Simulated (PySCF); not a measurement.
## How methods differ on the excitation energy of Ru

Ru [Kr] 4d7 5s1 (5F) → Ru [Kr] 4d8 (3F), as a difference of total energies. Computed with PySCF 2.14 in aug-cc-pwCVDZ-PP with ECP28MDF (6s6p5d3f, 70 functions), with a scalar-relativistic core potential. Correlated levels: valence: 4s2 4p6 frozen. The calculations carry no spin-orbit coupling.

```
           method  excitation energy (eV)
              UHF                   2.285
    MP2 (valence)                   1.238
SCS-MP2 (valence)                   0.987
   CCSD (valence)                   1.488
CCSD(T) (valence)                   1.368
```

Q: How much does correlation contribute at CCSD(T) (valence)?

A: 1.368 − (2.285) = -0.917 eV, measured against UHF.
